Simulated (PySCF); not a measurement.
C3H5, SMILES C=[C]C (connectivity only; charge and spin as stated), charge +1, multiplicity 1. Atoms are numbered in the order given.

```xyz
8

C      0.0045     1.3691     0.0000
C     -0.0303     0.1057     0.0000
C     -0.0185    -1.2911     0.0000
H     -0.9276     1.9436     0.0000
H      0.9504     1.9176     0.0000
H      1.0768    -1.5063     0.0000
H     -0.4169    -1.7288    -0.9204
H     -0.4169    -1.7288     0.9204
```
Charge +1, spin multiplicity 1.

Coordinates come from a PBE0-D3(BJ)/def2-TZVP optimisation. The multiplicity is an assumed one; other spin states were not compared. The isomer is the one that the SMILES or the coordinates give; other isomers of the formula were not compared.

These are HF/pcSseg-2 (PySCF) values and carry that method's errors.

GIAO shieldings, no solvent; atoms listed in one row are averaged. δ = σ(ref) − σ: ¹³C against TMS (σ = 193.3 ppm); ¹H against TMS (σ = 31.98 ppm), references at their B3LYP-D3(BJ)/def2-TZVP geometries, non-relativistic.

| nucleus | atoms | count | δ (ppm) |
|---|---|---|---|
| ¹³C | C2 | 1 | 388.5 |
| ¹³C | C1 | 1 | 75.2 |
| ¹³C | C3 | 1 | 25.7 |
| ¹H | H4 | 1 | 8.54 |
| ¹H | H5 | 1 | 8.43 |
| ¹H | H6, H7, H8 | 3 | 4.87 |
